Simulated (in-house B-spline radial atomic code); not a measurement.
## Ionising Rb3+ with different functionals

Computed with a B-spline radial code for spherical atoms: scalar-relativistic (spin-free X2C) Hamiltonian, Fermi nucleus of rms radius 4.2036 fm, spin-polarised at highest spin, spherical fractional occupations for the functionals, the average over the highest-spin determinants for Hartree-Fock. The ionisation energy is the difference of two self-consistent energies, [Ar] 3d10 4s2 4p4 → [Ar] 3d10 4s2 4p3, without Breit or QED terms; ε is the level of the shell that loses the electron (its least bound occupied spin orbital). There is no spin-orbit coupling in this Hamiltonian.

Hybrids are left out here: with spherical fractional occupations of an open shell their exact exchange keeps a self-interaction that integer-occupation calculations don't have.

```csv
method,rung,ΔSCF (eV),-ε(4p) (eV)
Hartree-Fock,Hartree-Fock,50.40,50.99
LDA VWN5,LDA,52.24,45.83
LDA PW92,LDA,52.24,45.84
LDA exchange-only,LDA,50.19,43.96
PBE,GGA,51.73,45.44
PBEsol,GGA,51.75,45.47
BLYP,GGA,51.83,45.40
RPBE,GGA,51.56,45.33
PW91,GGA,51.86,45.55
BP86,GGA,51.97,45.63
AM05,GGA,51.74,45.47
OLYP,GGA,51.41,45.26
TPSS,meta-GGA,51.66,45.48
SCAN,meta-GGA,51.54,45.51
r2SCAN,meta-GGA,51.49,45.50
revTPSS,meta-GGA,51.60,45.45
```

Task: How do they compare with the NIST value?

Result: NIST lists 52.2 eV ± 0.25 (semi-empirical, ground level to ground level). Errors run from -2.01 to +0.04 eV; LDA VWN5 is closest (+0.04 eV), though others lie within the uncertainty of it, and part of that can be cancellation, since the calculations leave out spin-orbit coupling, Breit-QED terms, multiplet and fine-structure energies. Hartree-Fock also lacks correlation.
